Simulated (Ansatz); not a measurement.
`C[B](F)[SnH3]` + `CC[NH][AlH2]` → `C[B](F)[AlH2]` + `CC[NH][SnH3]`  (redistribution)

Isolated molecules relaxed with PBE0-D4/def2-TZVP in Ansatz; ΔE leaves out vibrations. CCSD(T)/CBS is the MP2 limit (def2-TZVPP, def2-QZVPP) plus CCSD(T) − MP2 in def2-TZVPP, frozen cores. DFT in def2-TZVPP. B3LYP here is the variant with VWN-RPA as its local correlation; programs differ in this. def2 core potentials past Kr. For Sn outer-core shells are correlated without core-valence functions, which leaves a few kJ/mol of doubt a bond. Each species was taken in one conformer, which may not be the lowest.

```tsv
level	ΔE (kJ/mol)	difference from CCSD(T)/CBS
PBE-D4	140.4	-0.6
r2SCAN-D4	148.3	7.3
B3LYP-D4	144.5	3.5
ωB97X-V	139.2	-1.8
ωB97M-V	146.5	5.5
PBE	140.4	-0.6
PBE0	141.6	0.6
B3LYP	144.5	3.5
HF/def2-TZVPP	138.2	-2.8
MP2/def2-TZVPP	148.1	7.1
CCSD/def2-TZVPP	142.7	1.7
CCSD(T)/def2-TZVPP	142.6	1.6
HF/def2-QZVPP	137.7	-3.3
SCS-MP2/def2-QZVPP	142.3	1.3
HF/CBS(def2)	137.6	-3.4
CCSD/CBS(def2)	141.2	0.2
CCSD(T)/CBS	141.0	0
```

Largest T1 diagnostic among the species: 0.014.

In def2-TZVPP, CCSD(T) changes the Hartree–Fock value by +4.4 kJ/mol (the triples alone add −0.2 kJ/mol) and MP2 by +9.9 kJ/mol.
